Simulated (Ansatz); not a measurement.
`[OH][Al]([SH])[Cl]` + HBr → `[SH][Al]([Cl])[Br]` + H₂O at 500 K and 1 bar (ligand exchange at the Al–O bond).

Calculated with Ansatz (gas phase, PBE0-D4/def2-TZVP geometries, no zero-point term in ΔE). CCSD(T)/CBS is the MP2 limit (def2-TZVPP, def2-QZVPP) plus CCSD(T) − MP2 in def2-TZVPP, frozen cores. This one scheme is used for every species. For Br outer-core shells are correlated without core-valence functions, which leaves a few kJ/mol of doubt a bond. Scalar relativity is left out up to krypton. Each species was taken in one conformer, which may not be the lowest.

```json
{"species": "`[OH][Al]([SH])[Cl]`", "CCSD(T)/CBS energy (Eh)": "-1176.12769", "H − E (kJ/mol)": "104.8", "S (J/(mol·K))": "385.3"}
{"species": "HBr", "CCSD(T)/CBS energy (Eh)": "-2573.91920", "H − E (kJ/mol)": "30.5", "S (J/(mol·K))": "213.7"}
{"species": "`[SH][Al]([Cl])[Br]`", "CCSD(T)/CBS energy (Eh)": "-3673.67780", "H − E (kJ/mol)": "69.8", "S (J/(mol·K))": "396.3"}
{"species": "H₂O", "CCSD(T)/CBS energy (Eh)": "-76.37941", "H − E (kJ/mol)": "73.2", "S (J/(mol·K))": "206.3"}
```

H − E and S are ideal-gas, rigid-rotor, harmonic terms from PBE0-D4/def2-TZVP, for one conformer and one mirror image of each species. 1 Eh = 2625.50 kJ/mol, R = 8.31446 J/(mol·K).

By hand: ΔE, ΔH, ΔS and ΔG.

ΔE = (-3673.67780) + (-76.37941) − (-1176.12769) − (-2573.91920) = -0.01032 Eh = -27.1 kJ/mol. Δ(H − E) = 69.8 + 73.2 − 104.8 − 30.5 = 7.7, so ΔH = -19.4 kJ/mol. ΔS = 396.3 + 206.3 − 385.3 − 213.7 = 3.6 J/(mol·K). ΔG = -19.4 − 500 × (3.6)/1000 = -21.2 kJ/mol.

By hand: the equilibrium constant, and the temperature at which ΔG would vanish if ΔH and ΔS stayed fixed.

log₁₀ K = −ΔG/(RT ln 10) = 2.2. ΔH and −TΔS have one sign here, so there is no such temperature.

The number of gas molecules stays the same, so ΔS is small and ΔH decides. A doubt of 5 kJ/mol in ΔE shifts log₁₀ K by 0.5 here. Other conformers and mirror images would add mixing entropy, several J/(mol·K) or more a flexible species. These are equilibria of isolated gas molecules and say nothing of rates. Largest T1 diagnostic: 0.011 (customary marks: 0.02 for closed shells, 0.045 for open ones).

ΔS is within the doubt of such terms, so its sign, and with it that verdict, could turn.
